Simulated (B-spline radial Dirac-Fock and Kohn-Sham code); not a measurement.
Model: multi-electron Dirac-Fock with separately optimised hole states, Breit and Lamb-shift corrections added in first order. Program: a radial atomic solver. Free neutral atoms.

Q: Order these X-ray lines by photon energy, lowest first.
A. Xe Lγ3
B. Tl Lℓ
C. I Lγ2
D. Dy Lα1
E. Lu Lη
F. Gd Lη

A: C (5049.8 eV), A (5302.1 eV), F (6044.3 eV), D (6494.1 eV), E (7851.1 eV), B (8944.2 eV).

Values without a named source are computed, but for edge energies of neutral atoms, which are taken from tables.
